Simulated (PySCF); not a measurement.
## Stationary points of HfOBr

These are results of PBE0 in PySCF with Hf def2-TZVP with ECP60, O def2-TZVP, Br def2-TZVP; scalar-relativistic core potentials, no spin–orbit coupling; density-fitted integrals, not measurements.

Relaxations began from a few typed shapes; open shells are unrestricted. The search is not exhaustive: other isomers or separated fragments can lie lower, and high-lying points may rest on an excited occupation.

Q: Order these stationary points by electronic energy, lowest first, in kJ/mol from the lowest minimum.
A. doublet Cs: Hf–Br 2.510 Å, Hf–O 1.735 Å; Br–Hf–O 111.2°
B. doublet C∞v: Hf–Br 2.621 Å, Hf–O 1.758 Å; Br–Hf–O 180.0°

A: A (0.0), B (72.4).

Q: Which of them are minima?

A: By energy in kJ/mol, 0.0: minimum; 72.4: saddle point, 2 imaginary modes.

Formally Hf is in oxidation state +3, d1, with 1 unpaired electron. The Mulliken spin on Hf is 1.07. The polar-tensor charge on Hf, 1.36, is far below the formal one.

For the lowest minimum: with open d or f shells other occupations or spin states may lie lower. Spin–orbit coupling, left out here, can matter for elements this heavy.
